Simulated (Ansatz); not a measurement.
Molecular dynamics of CH₅BCl₂FN

input.yaml

```yaml
crystal:
  periodic: [false, false, false]
  atoms:
    - { symbol: B, position_ang: [0.03697, -0.5648, -0.048627] }
    - { symbol: F, position_ang: [-0.605926, 0.645899, 1.197759] }
    - { symbol: Cl, position_ang: [1.654995, 0.029339, -0.47874] }
    - { symbol: Cl, position_ang: [-1.233679, -0.622113, -1.29872] }
    - { symbol: "N", position_ang: [-0.082142, -1.576923, 1.053146] }
    - { symbol: H, position_ang: [-0.831288, -2.244804, 0.870544] }
    - { symbol: C, position_ang: [1.094965, -2.208114, 1.654996] }
    - { symbol: H, position_ang: [1.615248, -2.87512, 0.94785] }
    - { symbol: H, position_ang: [1.805677, -1.434221, 1.973268] }
    - { symbol: H, position_ang: [0.794673, -2.789232, 2.538768] }
    - { symbol: H, position_ang: [-0.545389, -0.34301, 1.601058] }
basis:
  gaussian: { orbitals: def2-SVP }
hamiltonian:
  xc: r2scan
  dispersion: d4
md:
  timestep: 0.5
  n_steps: 200
  ensemble: nve
  temperature: 100.0
  initial_velocities: maxwell_boltzmann
  seed: 10846
```

Run as:

```bash
$ ansatz run input.yaml --threads 4 --pin off --max-ram 5120MiB --backend cpu --events-out ev --progress --plain --runs-dir out
```

It starts at the highest image of a converged band. Of that band: Neighbouring images differ by up to 1.6 eV, so the band resolves the path poorly. A vibrational analysis at the climbing image gives one clearly imaginary mode, 620i cm⁻¹: a first-order saddle point.

Output, in part (step lines, the closing report, with atoms numbered from 0):

```
md step     0: t =     0.00 fs  T =   100.0 K  F+E_penalty+E_count = -31033.28093162 eV  E_kin = 0.116334 eV  conserved = -31033.16459762 eV  (28 SCF iters)
md step     1: t =     0.50 fs  T =    97.8 K  F+E_penalty+E_count = -31033.27836792 eV  E_kin = 0.113824 eV  conserved = -31033.16454421 eV  (33 SCF iters)
md step     2: t =     1.00 fs  T =    91.8 K  F+E_penalty+E_count = -31033.27121714 eV  E_kin = 0.106799 eV  conserved = -31033.16441786 eV  (33 SCF iters)
md step     3: t =     1.50 fs  T =    83.5 K  F+E_penalty+E_count = -31033.26143142 eV  E_kin = 0.097171 eV  conserved = -31033.16426022 eV  (33 SCF iters)
md step     4: t =     2.00 fs  T =    75.1 K  F+E_penalty+E_count = -31033.25147157 eV  E_kin = 0.087354 eV  conserved = -31033.16411762 eV  (33 SCF iters)
md step     5: t =     2.50 fs  T =    68.4 K  F+E_penalty+E_count = -31033.24357288 eV  E_kin = 0.079544 eV  conserved = -31033.16402896 eV  (33 SCF iters)
md step     6: t =     3.00 fs  T =    64.6 K  F+E_penalty+E_count = -31033.23912988 eV  E_kin = 0.075115 eV  conserved = -31033.16401464 eV  (33 SCF iters)
md step     7: t =     3.50 fs  T =    63.9 K  F+E_penalty+E_count = -31033.23836900 eV  E_kin = 0.074297 eV  conserved = -31033.16407229 eV  (33 SCF iters)
[... lines left out ...]
Total energy: -31033.99299855 eV, -1140.4782071007 hartree
Atom 0 at    -0.009049    -0.315067     0.133169 Å, force    -1.380617     2.667481     0.743607 eV/Å
Atom 1 at    -0.590316     0.759243     0.984887 Å, force     1.714784    -2.351092    -1.452976 eV/Å
Atom 2 at     1.762729    -0.019502    -0.444678 Å, force    -1.310695    -0.032241     0.226347 eV/Å
Atom 3 at    -1.352622    -0.642725    -1.228280 Å, force     0.957074     0.164337     0.386998 eV/Å
Atom 4 at    -0.061529    -1.711168     0.919996 Å, force    -0.745038     0.633643     1.348381 eV/Å
Atom 5 at    -0.496386    -2.211651     0.136957 Å, force     0.193548    -1.091766     0.227843 eV/Å
Atom 6 at     1.123969    -2.172283     1.697642 Å, force    -0.600493    -0.233877     0.432802 eV/Å
Atom 7 at     2.101960    -1.910669     1.281258 Å, force    -0.231024     0.290961    -0.217542 eV/Å
Atom 8 at     0.853705    -1.611938     2.602530 Å, force     1.406001    -0.264533     0.540040 eV/Å
Atom 9 at     1.091683    -3.255016     1.906151 Å, force    -0.200175     0.139544    -0.077089 eV/Å
Atom 10 at    -0.750544    -1.630475     1.733968 Å, force     0.196635     0.077542    -2.158411 eV/Å
Dipole moment:     0.137406    -1.157136     0.846590 e Å
```

The steps, from the saved trajectory:

| time (fs) | T (K) | potential energy less start (eV) | conserved less start (meV/atom) |
| --- | --- | --- | --- |
| 0 | 100 | 0.000 | 0.00 |
| 3 | 65 | 0.042 | 0.05 |
| 6 | 68 | 0.037 | 0.02 |
| 9 | 85 | 0.018 | 0.05 |
| 12 | 169 | -0.080 | 0.05 |
| 15 | 366 | -0.309 | 0.04 |
| 18 | 629 | -0.615 | 0.05 |
| 21 | 1003 | -1.053 | -0.16 |
| 24 | 1094 | -1.157 | -0.01 |
| 27 | 1027 | -1.081 | -0.31 |
| 30 | 524 | -0.493 | 0.07 |
| 33 | 871 | -0.898 | -0.07 |
| 36 | 1283 | -1.379 | -0.30 |
| 39 | 929 | -0.964 | 0.02 |
| 42 | 577 | -0.554 | 0.04 |
| 45 | 473 | -0.434 | -0.01 |
| 48 | 563 | -0.538 | 0.07 |
| 51 | 762 | -0.771 | -0.04 |
| 54 | 869 | -0.895 | -0.05 |
| 57 | 837 | -0.857 | -0.02 |
| 60 | 666 | -0.659 | -0.14 |
| 63 | 492 | -0.455 | 0.11 |
| 66 | 950 | -0.991 | -0.15 |
| 69 | 1176 | -1.255 | -0.25 |
| 72 | 830 | -0.848 | 0.03 |
| 75 | 577 | -0.556 | -0.09 |
| 78 | 474 | -0.436 | -0.05 |
| 81 | 546 | -0.518 | 0.06 |
| 84 | 868 | -0.895 | -0.18 |
| 87 | 921 | -0.955 | -0.03 |
| 90 | 881 | -0.909 | -0.04 |
| 93 | 979 | -1.023 | -0.12 |
| 96 | 879 | -0.906 | 0.00 |
| 99 | 740 | -0.745 | -0.07 |

The run went to its last step. The conserved energy stayed within 0.34 meV per atom of its start (net change -0.038 meV per atom), so the integration is sound. The kinetic energy rose, since the run started high on the potential surface and went downhill. A run of 0.1 ps of so small a system gives no equilibrium averages. The orbitals stay closed-shell, which can raise the energy where a bond breaks towards radicals; this wasn't checked here.

Between its relaxed ends the band would form F2–H11 and break B1–F2, N5–H11. These pairs go: F2–H11 1.07 → 2.51 Å, B1–F2 1.85 → 1.49 Å, N5–H11 1.43 → 1.07 Å. In the last frame they stand as before the step (other bonds may differ from the relaxed reactants and products). It ends as one piece, CH5BCl2FN. Pairs count as bonded within 1.25 times the sum of covalent radii (0.12 Å more for H–H).

Last frame:

```xyz
11
Properties=species:S:1:pos:R:3
B -0.009 -0.315 0.133
F -0.590 0.759 0.985
Cl 1.763 -0.019 -0.445
Cl -1.353 -0.643 -1.228
N -0.061 -1.711 0.920
H -0.496 -2.212 0.137
C 1.124 -2.172 1.698
H 2.102 -1.911 1.281
H 0.854 -1.612 2.603
H 1.092 -3.255 1.906
H -0.750 -1.631 1.734
```

Run time: 9.8 min on 4 threads of Arm Neoverse V1, with other jobs on the host, peak memory 0.22 GiB.
